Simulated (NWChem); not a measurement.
## Basis-set convergence for selenium dioxide (O2Se)

```xyz
3

O      1.3523     0.0000    -0.5852
Se     0.0000     0.0000     0.2754
O     -1.3523     0.0000    -0.5852
```
Charge 0, spin multiplicity 1.

Everything below was run with NWChem. All single points use one geometry, from PBE0/def2-SVP, a minimum by its harmonic frequencies.

Quantity: dipole moment at the level B3LYP.

The Hamiltonian is non-relativistic. B3LYP has NWChem's definition, with VWN1-RPA local correlation. The Pople sets run with spherical d functions.

```csv
basis,functions,dipole moment (D)
cc-pVDZ,55,___
6-31G*,60,___
aug-pcseg-1,82,2.72
def2-SVPD,87,2.80
pcseg-2,103,___
def2-TZVP,110,2.78
def2-TZVPP,110,2.78
def2-TZVPD,137,2.76
aug-cc-pVTZ,151,2.77
cc-pVQZ,178,2.76
```

Task: Complete the blanks.

Result: 
- cc-pVDZ, dipole moment (D): 2.69
- 6-31G*, dipole moment (D): 2.64
- pcseg-2, dipole moment (D): 2.83
